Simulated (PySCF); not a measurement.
A calculated (MN15, PySCF 2.14, jorge-DZP-DKH, the spin-free X2C one-electron Hamiltonian (Gaussian nucleus)) atom or ion has these occupied shells.

```tsv
shell	electrons	orbital energy (eV)	rms radius, mean of both spins (bohr)
1s α	1	-10239.0	0.0561
1s β	1	-10238.9	0.0561
2s α	1	-1271.9	0.238
2s β	1	-1271.9	0.238
2p β	3	-1123.6	0.211
2p α	3	-1123.6	0.211
3s α	1	-167.57	0.709
3s β	1	-167.41	0.709
3p α	3	-122.64	0.740
3p β	3	-122.61	0.740
3d α	5	-43.494	0.891
3d β	5	-43.361	0.891
4s α	1	-27.770	2.26
```

Problem. Name the element and its charge.

Solution. Ga²⁺ (gallium, charge +2), in [Ar] 3d10 4s1, 2S determinant.
